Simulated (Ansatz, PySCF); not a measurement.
(S)-bromo-chloro-fluoromethane (CHBrClF), SMILES F[C@@H](Cl)Br. Atoms are numbered in the order given.

```xyz
5

C     -0.5965    -0.4797    -0.3666
F     -0.8755    -1.5560     0.3654
Cl    -1.7805     0.7856    -0.0560
Br     1.2059     0.1156     0.0239
H     -0.6255    -0.7286    -1.4351
```

Geometry optimised at PBE0-D3(BJ)/def2-SVP.

Two levels are set side by side: PBE-D3(BJ)/def2-SVP (Ansatz, a quantum-chemistry and plane-wave program) and PBE0-D3(BJ)/def2-SVP (Ansatz). Each level has its own optimised geometry; the coordinates shown are those of the second. Frequencies come from the Hessian of PySCF at each geometry. Differences are taken from unrounded values.

```csv
quantity,PBE0-D3(BJ),PBE-D3(BJ),PBE-D3(BJ) minus PBE0-D3(BJ)
mean bond length (Å),1.532,1.549,0.017
bond C1–F2 (Å),1.331,1.344,0.013
bond C1–Cl3 (Å),1.760,1.779,0.018
bond C1–Br4 (Å),1.938,1.966,0.029
bond C1–H5 (Å),1.097,1.107,0.009
highest harmonic wavenumber (cm⁻¹),3168,3062,-106
mean harmonic wavenumber (cm⁻¹),1038,989,-49
zero-point energy (kcal/mol),13.35,12.72,-0.63
```

GGA bonds tend to be longer and softer than those of functionals with exact exchange. Differences between two approximate levels are no errors against the true value.
